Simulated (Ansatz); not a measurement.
System: SiHSF₃, charge 0, singlet. SiHSF3 (SMILES F[Si](F)(F)S).
B3LYP-D3(BJ)/def2-TZVP minimum from Ansatz (an electronic-structure program):
```
Si
F 1 1.5772
F 1 1.5794 2 108.53
F 1 1.5794 2 108.53 3 114.85
S 1 2.0994 2 107.59 4 122.57
H 5 1.3461 1 92.93 2 -180.00
```

Total energies in cc-pV(D+d)Z, 32 correlated electrons, 13 frozen orbitals. Radicals and triplets start from unrestricted determinants; spin-orbit coupling is neglected. Cores are frozen in correlated methods. No relativity.

| method | program | energy (Eh) | minus CCSDT(Q) (mEh) |
|---|---|---|---|
| HF | Ansatz | -985.60772 | 823.66 |
| MP2 | Ansatz | -986.39113 | 40.25 |
| CCSD | Ansatz | -986.41356 | 17.82 |
| CCSD(T) | Ansatz | -986.42870 | 2.67 |
| CCSDT(Q) | Ansatz | -986.43138 | 0.00 |

Rough core times of Ansatz's runs on a shared machine: CCSD(T) under 20 s, CCSDT(Q) 30 min.
